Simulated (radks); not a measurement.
Results of a calculation; reference values are marked as such.
Coulomb parameter of the 5d shell of neutral tungsten in the model configuration [Xe] 4f14 5d4.5 6s1.5, as a second difference U = [E(n + 0.5) + E(n - 0.5) - 2 E(n)] / (0.5)^2 with all orbitals relaxed. "Bare": the charge of the atom changes with n. "Screened": the 6s shell takes up the change at fixed total charge, which measures U(5d,5d) + U(6s,6s) - 2 U(5d,6s). Code: a radial shooting solver on a logarithmic mesh with Libxc functionals. Model: Dirac Kohn-Sham, PBE, spin-unpolarised, spherical densities, point nucleus; open shells are shared between the two j in proportion to 2j + 1.

| case | configuration | E - E(n) (eV) |
|---|---|---|
| start | [Xe] 4f14 5d4.5 6s1.5 | 0.000 |
| bare +0.5 | [Xe] 4f14 5d5 6s1.5 | -1.045 |
| bare -0.5 | [Xe] 4f14 5d4 6s1.5 | 2.943 |
| screened +0.5 | [Xe] 4f14 5d5 6s1 | 0.841 |
| screened -0.5 | [Xe] 4f14 5d4 6s2 | -0.693 |

U(bare) = 7.592 eV, U(screened by 6s) = 0.591 eV. The step up makes a negative ion, whose loosely bound charge lowers the bare value.
